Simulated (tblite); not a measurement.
C5H5F3S (charge +1 and doublet state).
Atom-mapped SMILES: `[F:1][C:2]([F:3])=[C:4]([F:5])[CH:6]1[CH2:7][S+:8][CH2:9]1` (hydrogens: H10 on C6; H11, H12 on C7; H13, H14 on C9)

Cartesian coordinates in Å at the GFN2-xTB level; atoms count from 1:
```xyz
14
C5H5F3S angstrom
F      0.338   -2.811    0.326
C      1.179   -1.847    0.614
F      2.297   -2.288    1.109
C      0.872   -0.557    0.402
F      1.763    0.392    0.714
C     -0.410   -0.043   -0.172
C     -1.112    1.022    0.693
S     -1.253    2.200   -0.670
C     -0.234    0.890   -1.386
H     -1.062   -0.891   -0.393
H     -0.486    1.431    1.491
H     -2.073    0.740    1.124
H      0.791    1.239   -1.534
H     -0.610    0.522   -2.341
```

Computed with GFN2-xTB (tblite): harmonic, unscaled wavenumbers at the GFN2-xTB geometry, gas phase. The method is semi-empirical: single wavenumbers can be off by several per cent or more. One conformer, not necessarily the lowest. Open shells enter through the occupations alone, without spin polarisation, and single modes of such species can be off by tens of per cent.

Harmonic wavenumbers (cm⁻¹): 40.4, 54.5, 119.2, 145.3, 224.8, 242.0, 313.2, 454.6, 456.3, 529.1, 550.4, 577.9, 649.5, 721.4, 742.0, 810.5, 864.1, 950.0, 975.1, 1054.2, 1060.6, 1085.9, 1164.4, 1165.5, 1184.1, 1238.4, 1271.3, 1283.7, 1360.0, 1373.5, 1672.4, 2962.1, 2963.2, 2982.7, 2998.4, 2999.5.

A = 3359, B = 709.6, C = 651.1 MHz; mass 154.006 u (most abundant isotopes); point group Cs, symmetry number 1; spin multiplicity 2.

Question: Zero-point energy?

Answer: Half the sum of the wavenumbers: 19620 cm⁻¹ = 56.10 kcal/mol.

Question: Entropy at 298.15 K, 1 bar (ideal gas, RRHO, classical rotation)?

Answer: Translation 41.03, rotation 29.72, vibration 25.95, spin (R ln 2) 1.38: S = 98.1 cal/(mol K).

Question: And Cp and H(298.15 K) − H(0)?

Answer: Cp = 33.95 cal/(mol K), of which vibrations give 26.00 (their classical limit is 36 R = 71.5); H(298.15 K) − H(0) = 6.32 kcal/mol without the zero-point energy, 3.95 from vibrations.

Question: Which modes carry the vibrational entropy at 298.15 K?

Answer: 40.4 cm⁻¹: 5.24; 54.5 cm⁻¹: 4.65; 119.2 cm⁻¹: 3.11; 145.3 cm⁻¹: 2.73; 224.8 cm⁻¹: 1.92; 242.0 cm⁻¹: 1.79 cal/(mol K); the other 30 give 6.51 together.

Question: Blend soft modes into free rotors: weight 1/[1 + (100 cm⁻¹/ν̃)⁴] for the oscillator and the rest for a rotor with moment μB/(μ + B), μ = h/(8π²ν), B = 10⁻⁴⁴ kg m². What vibrational entropy results?

Answer: 23.25 cal/(mol K) in place of 25.95, which changes −T·S at 298.15 K by +0.81 kcal/mol.

Hindered rotation and anharmonicity are outside this model. Other conformers, if any are populated, would add a mixing term that is left out.
